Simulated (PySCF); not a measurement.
## Correlation energy of Al- (aluminium, charge -1)

[Ne] 3s2 3p2, high-spin 3P determinant. Computed with PySCF 2.14 in aug-cc-pCVQZ-DK (10s9p7d5f3g, 134 functions), with scalar relativity by spin-free X2C-1e. Frozen: 1s2; 12 electrons correlated.

MP2 pair energies summed by pair of shells (mhartree):

```json
{"pair": "2p-2p", "energy": "-204.74", "share (%)": "56.6"}
{"pair": "2s-2p", "energy": "-69.98", "share (%)": "19.4"}
{"pair": "3s-3p", "energy": "-28.51", "share (%)": "7.9"}
{"pair": "3s-3s", "energy": "-18.26", "share (%)": "5.1"}
{"pair": "2p-3s", "energy": "-16.70", "share (%)": "4.6"}
{"pair": "2s-2s", "energy": "-10.58", "share (%)": "2.9"}
{"pair": "2p-3p", "energy": "-5.15", "share (%)": "1.4"}
{"pair": "3p-3p", "energy": "-5.10", "share (%)": "1.4"}
{"pair": "2s-3s", "energy": "-1.86", "share (%)": "0.5"}
{"pair": "2s-3p", "energy": "-0.74", "share (%)": "0.2"}
```

Total MP2 correlation energy: -361.60 mhartree.

Same-spin part -90.52 and opposite-spin part -271.09 mhartree; SCS-MP2 scales them by 1/3 and 6/5 to -355.48 mhartree.
